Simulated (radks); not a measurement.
Species: P3+. Configuration: [Ne] 3s2.

All-electron calculation, scalar-relativistic Kohn-Sham, BLYP, spin-unpolarised, spherical densities, finite nucleus; Fermi nuclear charge, rms radius 3.1889 fm. Program: a radial shooting solver on a logarithmic mesh with Libxc functionals.

Energy parts (Ry):
total: -679.87016
kinetic: 682.14768
electron-nucleus: -1587.92672
Hartree: 270.34885
exchange-correlation: -44.43997

Orbitals (lengths in bohr, moments of r in powers of bohr; <r^-3> diverges for s and p1/2):
orbital	occ.	eigenvalue (Ry)	<r^-3>	<r^4>
1s	2	-156.2144	-	0.0005396
2s	2	-15.59868	-	0.1881
2p	6	-11.98571	64.04	0.1865
3s	2	-3.35045	-	15.83
3p	0	-2.59746	6.609	24.94

The highest occupied level is 3s at -45.585 eV. Summed over all electrons, <r^2> = 8.797 bohr^2, which gives a Langevin (diamagnetic) susceptibility term of -6.97 x 10^-6 cm^3/mol. The density falls to 0.001 e/bohr^3 at r = 3.08 bohr. For comparison, the ionisation energy in NIST's Atomic Spectra Database is 51.444 eV (measured). In exact Kohn-Sham theory the highest level is minus the ionisation energy, but local and semilocal functionals leave it too shallow, through self-interaction and a potential that decays too fast; potentials with the right tail come closer. The electron density at the nucleus is 2402 e/bohr^3 (large components only).
